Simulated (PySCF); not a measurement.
# ZnAs: one state, many levels of theory

State: ⁴Σ⁻ (quartet), unpaired electrons σ ↑, π ↑↑. Set-up: basis Zn 6-31G(d,p), As 6-31G(d,p); no relativity; PySCF 2.14. De refers to Zn + As in their high-spin ground configurations, without counterpoise correction. The functionals are run spin-unrestricted. A positive dipole means Zn(−)As(+).

```tsv
Level	Re (Å)	ωe (cm⁻¹)	De (eV)	μ (D)
UHF	2.576	145	0.019	-1.41
UHF-MP2	2.490	174	0.229	n/a
UHF-SCS-MP2	2.527	159	0.126	n/a
UHF-CCSD	2.577	134	0.120	n/a
UHF-CCSD(T)	2.566	142	0.165	n/a
PBE	2.427	196	0.87	-0.46
PBEsol	2.378	213	1.06	-0.44
revPBE	2.454	187	0.74	-0.55
r²SCAN	2.402	210	0.96	-0.74
TPSSh	2.420	201	0.86	-0.71
PBE0	2.445	194	0.72	-0.77
HSE06	2.443	195	0.77	-0.74
```

(1) Which functional lies closest to UHF-CCSD(T) in De, which farthest, and by how much do they differ from it?

(2) What does a quarter of exact exchange do here, going from PBE to PBE0?

(3) What does the step from GGA to meta-GGA do here, going from PBE to r²SCAN?

Correlated steps freeze 14 core orbitals. Correlated levels converge slowly with the basis: in double zeta they bind strong bonds too weakly, by up to about 1 eV, and carry superposition errors of some tenths. Spin–orbit coupling is left out. The state was picked by a PBE0 search and need not be the measured ground state.

Results:

(1) Closest is PBE0 (-12.1 pm in Re, +36.6 % in ωe, +0.55 eV in De against UHF-CCSD(T) in the same basis), farthest PBEsol (-18.8 pm in Re, +50.0 % in ωe, +0.90 eV in De). CCSD(T) converges more slowly with the basis than the functionals do and binds too weakly in this one, so the order can change at the basis-set limit.

(2) PBE0 less PBE: +1.8 pm in Re, -1.0 % in ωe, -0.15 eV in De. Exact exchange removes part of the self-interaction that spreads semilocal densities, and in most molecules shortens and stiffens the bond and lowers De; here Re and ωe go the other way.

(3) r²SCAN less PBE: -2.5 pm in Re, +7.1 % in ωe, +0.09 eV in De.
